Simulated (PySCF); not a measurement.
F₅Te, SMILES F[Te](F)(F)(F)F, multiplicity 2.

Coordinates come from a PBE-D3(BJ)/def2-SVP optimisation. The isomer is the one that the SMILES or the coordinates give; other isomers of the formula were not compared. The def2 effective core potentials stand for the cores of Te; spin–orbit coupling is left out.

The numbers are results of PBE-D3(BJ)/def2-SVP in PySCF 2.14.0, not measurements.

Frequencies are harmonic and unscaled.

Modes within 1.5 cm⁻¹ of each other (mostly degenerate sets) share a row, with their intensities summed.

```tsv
mode	ν (cm⁻¹)	IR (km/mol)	moving atoms (share of kinetic energy)
1	106	0.0	F 100 %
2–3	171	6.5	F 96 %
4	195	23.9	F 71 %, Te 29 %
5	231	0.0	F 100 %
6–7	242	25.7	F 89 %, Te 11 %
8–9	560	0.3	F 100 %
10–11	585	185.8	F 74 %, Te 26 %
12	660	46.6	F 86 %, Te 14 %
```
